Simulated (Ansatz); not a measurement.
```yaml
crystal:
  periodic: [false, false, false]
  atoms:
    - {symbol: Sn, position_ang: [0.273717, -3.278680, 0.006768]}
    - {symbol: Sn, position_ang: [0.265368, 0.007431, -3.281118]}
    - {symbol: Sn, position_ang: [-2.952520, -0.005919, -0.001632]}
    - {symbol: Sn, position_ang: [0.263660, -0.009165, 3.280037]}
    - {symbol: Sn, position_ang: [0.257613, 3.280630, -0.007472]}
    - {symbol: Sn, position_ang: [-1.320158, -1.628971, -1.626513]}
    - {symbol: Sn, position_ang: [1.855832, -1.769578, 1.773695]}
    - {symbol: Sn, position_ang: [1.845633, 1.780382, -1.776673]}
    - {symbol: Sn, position_ang: [-1.327898, 1.622012, 1.625577]}
    - {symbol: H, position_ang: [1.267705, -4.311634, -0.973726]}
    - {symbol: H, position_ang: [-0.764025, -4.313059, 0.939517]}
    - {symbol: H, position_ang: [1.263732, -0.971639, -4.311648]}
    - {symbol: H, position_ang: [-0.776212, 0.935817, -4.315212]}
    - {symbol: H, position_ang: [-3.983174, -0.996675, 0.985163]}
    - {symbol: H, position_ang: [-3.983672, 0.980483, -0.992158]}
    - {symbol: H, position_ang: [-0.775820, -0.945104, 4.309688]}
    - {symbol: H, position_ang: [1.253454, 0.973288, 4.315303]}
    - {symbol: H, position_ang: [-0.786791, 4.310780, -0.937616]}
    - {symbol: H, position_ang: [1.250426, 4.314130, 0.973928]}
    - {symbol: H, position_ang: [-2.322437, -2.638725, -2.633658]}
    - {symbol: H, position_ang: [2.743916, -2.825267, 2.829861]}
    - {symbol: H, position_ang: [3.014728, -0.854814, 0.863800]}
    - {symbol: H, position_ang: [2.724724, 2.841402, -2.835362]}
    - {symbol: H, position_ang: [3.011164, 0.874272, -0.866688]}
    - {symbol: H, position_ang: [-2.336166, 2.626006, 2.632439]}
basis:
  gaussian: {orbitals: def2-TZVP, fitting: {mean_field: def2-universal-jkfit}}
total_charge: -1
magnetization: {spin_polarized: true, initial_magnetization: 1}
hamiltonian: {xc: {name: r2SCANh}, dispersion: d3bjatm}
output: {forces: true}
```

```sh
$ ansatz run in.yaml --threads 2 --pin off --events-out ev --progress --plain --max-ram 32768MiB --backend cuda --devices 0, --max-vram 18GiB
```

It prints (some lines left out):

```
Functional definition: r2SCANh
2250 factors; integrals over basis functions are off by at most 6.3e-1 eV
mean field evaluation 1: about -52763.0354 eV, gradient 2.1e1 eV
mean field evaluation 2: about -52761.0490 eV, gradient 3.1e1 eV
mean field evaluation 4: about -52765.3262 eV, gradient 1.6e0 eV
mean field evaluation 8: about -52765.3500 eV, gradient 3.6e-1 eV
mean field evaluation 16: about -52765.3511 eV, gradient 5.0e-3 eV
mean field evaluation 32: about -52764.9293 eV, gradient 2.6e0 eV
mean field evaluation 64: about -52764.7201 eV, gradient 1.6e0 eV
mean field -52765.35114143 eV, -1939.0908888081 hartree, gradient 1.5e-5 eV, S^2 0.756477; 10 other end points of the search recorded, 0 dependent functions left out
reference -52765.35118832 eV, -1939.0908905311 hartree; 108, 107 occupied and 438, 439 virtual orbitals, 2250 factors
Total energy: -52765.81938292 eV, -1939.1080963654 hartree
Atom 0 at     0.273717    -3.278680     0.006768 Å, force     0.077559     0.116238    -0.056790 eV/Å
Atom 1 at     0.265368     0.007431    -3.281118 Å, force     0.081907    -0.057554     0.120377 eV/Å
Atom 2 at    -2.952520    -0.005919    -0.001632 Å, force     0.080466    -0.001794    -0.002552 eV/Å
Atom 3 at     0.263660    -0.009165     3.280037 Å, force     0.078591     0.057868    -0.119546 eV/Å
Atom 4 at     0.257613     3.280630    -0.007472 Å, force     0.075757    -0.119774     0.057093 eV/Å
Atom 5 at    -1.320158    -1.628971    -1.626513 Å, force    -0.196868    -0.116794    -0.115430 eV/Å
Atom 6 at     1.855832    -1.769578     1.773695 Å, force    -0.022683    -0.153449     0.153246 eV/Å
Atom 7 at     1.845633     1.780382    -1.776673 Å, force    -0.024797     0.153035    -0.152722 eV/Å
Atom 8 at    -1.327898     1.622012     1.625577 Å, force    -0.194862     0.116321     0.117322 eV/Å
Atom 9 at     1.267705    -4.311634    -0.973726 Å, force    -0.075238    -0.088317     0.138588 eV/Å
Atom 10 at    -0.764025    -4.313059     0.939517 Å, force     0.173751     0.041241    -0.094692 eV/Å
Atom 11 at     1.263732    -0.971639    -4.311648 Å, force    -0.080289     0.141486    -0.087704 eV/Å
Atom 12 at    -0.776212     0.935817    -4.315212 Å, force     0.174473    -0.094213     0.038024 eV/Å
Atom 13 at    -3.983174    -0.996675     0.985163 Å, force    -0.099890     0.089026    -0.089763 eV/Å
Atom 14 at    -3.983672     0.980483    -0.992158 Å, force    -0.101583    -0.088817     0.088737 eV/Å
Atom 15 at    -0.775820    -0.945104     4.309688 Å, force     0.175306     0.094543    -0.037552 eV/Å
Atom 16 at     1.253454     0.973288     4.315303 Å, force    -0.076719    -0.140445     0.090203 eV/Å
Atom 17 at    -0.786791     4.310780    -0.937616 Å, force     0.177917    -0.037234     0.095117 eV/Å
Atom 18 at     1.250426     4.314130     0.973928 Å, force    -0.078855     0.089605    -0.141928 eV/Å
Atom 19 at    -2.322437    -2.638725    -2.633658 Å, force    -0.167058    -0.237901    -0.238795 eV/Å
Atom 20 at     2.743916    -2.825267     2.829861 Å, force     0.242307     0.005731    -0.005751 eV/Å
Atom 21 at     3.014728    -0.854814     0.863800 Å, force    -0.144730    -0.162030     0.161238 eV/Å
Atom 22 at     2.724724     2.841402    -2.835362 Å, force     0.240434    -0.007771     0.006789 eV/Å
Atom 23 at     3.011164     0.874272    -0.866688 Å, force    -0.144057     0.160909    -0.162582 eV/Å
Atom 24 at    -2.336166     2.626006     2.632439 Å, force    -0.170840     0.240091     0.239071 eV/Å
Dipole moment:     0.087750     0.001053    -0.003171 e Å
```

It took 55 s on 2 threads of AMD EPYC 7R13 on a shared host and a share (18 GiB) of an NVIDIA H100 80GB HBM3, peak host memory 1.7 GiB.

In the def2 sets Sn takes a core potential; there is no spin–orbit coupling. The highest occupied level of an anion often lies above zero with these methods, and sets without diffuse functions describe the outer electron poorly.

The dipole of an ion depends on the origin.
